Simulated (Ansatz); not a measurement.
`[F][SnH]([Cl])[Cl]` + CH₃OH → `C[O][SnH]([Cl])[Cl]` + H–F at 400 K and 1 bar (ligand exchange at the Sn–F bond).

Calculated with Ansatz (gas phase, PBE0-D4/def2-TZVP geometries, no zero-point term in ΔE). CCSD(T)/CBS is the MP2 limit (def2-TZVPP, def2-QZVPP) plus CCSD(T) − MP2 in def2-TZVPP, frozen cores. This one scheme is used for every species. Elements past krypton have def2 core potentials. For Sn outer-core shells are correlated without core-valence functions, which leaves a few kJ/mol of doubt a bond. One conformer a species, not always the lowest.

```csv
species,CCSD(T)/CBS energy (Eh),H − E (kJ/mol),S (J/(mol·K))
`[F][SnH]([Cl])[Cl]`,-1234.09211,56.6,369.2
CH₃OH,-115.61712,151.2,252.6
`C[O][SnH]([Cl])[Cl]`,-1249.30688,170.1,427.3
H–F,-100.39570,36.5,182.2
```

H − E and S are ideal-gas, rigid-rotor, harmonic terms from PBE0-D4/def2-TZVP, for one conformer and one mirror image of each species. 1 Eh = 2625.50 kJ/mol, R = 8.31446 J/(mol·K).

Problem. By hand: ΔE, ΔH, ΔS and ΔG.

Solution. ΔE = (-1249.30688) + (-100.39570) − (-1234.09211) − (-115.61712) = 0.00665 Eh = 17.5 kJ/mol. Δ(H − E) = 170.1 + 36.5 − 56.6 − 151.2 = -1.2, so ΔH = 16.3 kJ/mol. ΔS = 427.3 + 182.2 − 369.2 − 252.6 = -12.3 J/(mol·K). ΔG = 16.3 − 400 × (-12.3)/1000 = 21.2 kJ/mol.

Problem. By hand: the equilibrium constant, and the temperature at which ΔG would vanish if ΔH and ΔS stayed fixed.

Solution. log₁₀ K = −ΔG/(RT ln 10) = -2.8. ΔH and −TΔS have one sign here, so there is no such temperature.

The number of gas molecules stays the same, so ΔS is small and ΔH decides. A doubt of 5 kJ/mol in ΔE shifts log₁₀ K by 0.7 here. Other conformers and mirror images would add mixing entropy, several J/(mol·K) or more a flexible species. Modes under 60 cm⁻¹, often nearly free rotors, make the harmonic entropy too high. These are equilibria of isolated gas molecules and say nothing of rates. Largest T1 diagnostic: 0.013 (customary marks: 0.02 for closed shells, 0.045 for open ones).

ΔS is within the doubt of such terms, so its sign, and with it that verdict, could turn.
